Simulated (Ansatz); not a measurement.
A trace of molecular dynamics of BrCl₂FH₃NZr (9 atoms, charge 0, multiplicity 1).

The calculation used RKS PBE/def2-SVP in Ansatz.

- ensemble: NVE (velocity Verlet)
- starting velocities drawn for: 100 K
- seed: 3694

```
time (fs)  T (K)  potential energy less start (eV)  conserved less start (meV/atom)
        0    100                             0.000                             0.00
        4     80                             0.018                             0.00
        8     45                             0.050                             0.01
       12     30                             0.063                             0.02
       16     39                             0.055                             0.01
       20     61                             0.035                             0.01
       24     67                             0.030                             0.00
       28     49                             0.046                             0.01
       32     34                             0.060                             0.01
       36     29                             0.064                             0.01
       40     35                             0.059                             0.01
       44     53                             0.043                             0.01
       48     64                             0.033                             0.00
       52     65                             0.032                             0.01
       56     61                             0.035                             0.01
       60     45                             0.050                             0.01
       64     34                             0.060                             0.01
       68     54                             0.042                             0.01
       72     66                             0.031                             0.00
       76     64                             0.033                             0.01
       80     66                             0.031                             0.01
       84     52                             0.044                             0.01
       88     38                             0.056                             0.01
       92     46                             0.049                             0.01
       96     56                             0.039                             0.01
      100     66                             0.031                             0.01
```

Problem. Can this run be trusted? Judge the integration.

Solution. The conserved energy stayed within 0.016 meV per atom of its start (net change 0.0098 meV per atom), so the integration is sound. A run of 0.1 ps of so small a system gives no equilibrium averages. The orbitals stay closed-shell, which can raise the energy where a bond breaks towards radicals; this wasn't checked here. The time step was 0.5 fs.

The run took 6.1 min on 4 threads of Arm Neoverse V2, on a shared host, peak memory 0.23 GiB.
